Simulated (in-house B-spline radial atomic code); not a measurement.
Re⁺. Computed with a B-spline radial atomic code. Model: all-electron spherical atom, spin shells full or empty, radial basis limit, no spin-orbit coupling, Breit or QED, empty-state partial waves extrapolated as (l+1/2)^-4, RPA, G0W0 and static COHSEX of the highest shell as one setting changes (uncorrelated shells keep exact exchange).

Without the two-electron picture change, core correlation of heavy ions comes too large.

Given: element Re; charge 1; filled core Xe; hamiltonian one-electron scalar X2C; mean-field start Hartree-Fock; highest l of empty states 9; nuclear rms radius 5.3698 fm; highest mean-field shell 6s up.

Shell: 4f 7 7, 5d 5 0, 6s 1 0 (electrons up and down).

```json
{"natural log step of frequency grid": "0.25", "RPA correlation energy (hartree)": "-6.2033", "G0W0 level (eV)": "-17.254", "G0W0 minus most complete (meV)": "0", "RPA minus most complete (millihartree)": "0", "linearised minus solved G0W0 (meV)": "0"}
{"natural log step of frequency grid": "0.4", "RPA correlation energy (hartree)": "-6.2033", "G0W0 level (eV)": "-17.254", "G0W0 minus most complete (meV)": "0", "RPA minus most complete (millihartree)": "0", "linearised minus solved G0W0 (meV)": "0"}
{"natural log step of frequency grid": "0.6", "RPA correlation energy (hartree)": "?", "G0W0 level (eV)": "?", "G0W0 minus most complete (meV)": "?", "RPA minus most complete (millihartree)": "?", "linearised minus solved G0W0 (meV)": "?"}
{"natural log step of frequency grid": "0.9", "RPA correlation energy (hartree)": "?", "G0W0 level (eV)": "?", "G0W0 minus most complete (meV)": "?", "RPA minus most complete (millihartree)": "?", "linearised minus solved G0W0 (meV)": "?"}
{"natural log step of frequency grid": "1.3", "RPA correlation energy (hartree)": "-6.2046", "G0W0 level (eV)": "-17.254", "G0W0 minus most complete (meV)": "0.1", "RPA minus most complete (millihartree)": "-1.3", "linearised minus solved G0W0 (meV)": "0"}
{"natural log step of frequency grid": "1.8", "RPA correlation energy (hartree)": "-6.1779", "G0W0 level (eV)": "-17.249", "G0W0 minus most complete (meV)": "4.8", "RPA minus most complete (millihartree)": "25.4", "linearised minus solved G0W0 (meV)": "0"}
{"natural log step of frequency grid": "2.5", "RPA correlation energy (hartree)": "-6.197", "G0W0 level (eV)": "-17.227", "G0W0 minus most complete (meV)": "26.5", "RPA minus most complete (millihartree)": "6.3", "linearised minus solved G0W0 (meV)": "0"}
{"natural log step of frequency grid": "3.5", "RPA correlation energy (hartree)": "-6.111", "G0W0 level (eV)": "-17.22", "G0W0 minus most complete (meV)": "34.2", "RPA minus most complete (millihartree)": "92.3", "linearised minus solved G0W0 (meV)": "1"}
```

(1) What follows for natural log step of frequency grid = 0.6?

(2) What follows for natural log step of frequency grid = 0.9?

Results:

(1) RPA correlation energy -6.2033 hartree; G0W0 level -17.254 eV; G0W0 minus most complete 0 meV; RPA minus most complete 0 millihartree; linearised minus solved G0W0 0 meV.

(2) RPA correlation energy -6.2033 hartree; G0W0 level -17.254 eV; G0W0 minus most complete 0 meV; RPA minus most complete 0 millihartree; linearised minus solved G0W0 0 meV.
